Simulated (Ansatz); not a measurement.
Ligand exchange: CH3Br + GeH2(CH3)(SH) → CH4S + GeH2(CH3)Br

Gas-phase species: CH3Br `CBr`, singlet; GeH2(CH3)(SH), singlet; CH4S (methanethiol) `CS`, singlet; GeH2(CH3)Br, singlet. The partners trade Br for SH: C–Br and Ge–SH bonds give way to C–SH and Ge–Br.

Shapes, held fixed at every level: PBE0-D4/def2-TZVP. Flexible molecules stand in one conformer, not always the lowest. Programs: Ansatz 0.2.0. The zero-point and thermal change to 298 K, harmonic and unscaled (PBE0-D4/def2-TZVP), is +1.2 kJ/mol.

| level | kind | ΔH(298 K) (kJ/mol) | less CCSD(T)/def2-TZVPP |
| --- | --- | --- | --- |
| HF/def2-SVP | Hartree–Fock | -48.5 | -10.0 |
| SPW92/def2-TZVPP | LDA | -40.7 | -2.2 |
| wB97X-V/def2-TZVPP | range-separated hybrid | -43.2 | -4.7 |
| B2PLYP/def2-TZVPP | double hybrid | -41.3 | -2.8 |
| MP2/def2-SVP | perturbation theory | -46.5 | -8.0 |
| CCSD(T)/def2-SVP | coupled cluster or CI | -44.6 | -6.1 |
| CCSD/def2-SVP | coupled cluster or CI | -45.9 | -7.4 |
| CCSD(T)/def2-TZVPP | coupled cluster or CI | -38.5 | 0.0 |

The highest level, CCSD(T)/def2-TZVPP, gives ΔH(298 K) = -38.5 kJ/mol; the levels span -48.5 to -38.5. The column of differences is taken from that level and isn't an error. No measured value is set beside it here. Relativity is left out for Br, Ge. Outer-core shells of Br, Ge are correlated, in sets that cover them unevenly.
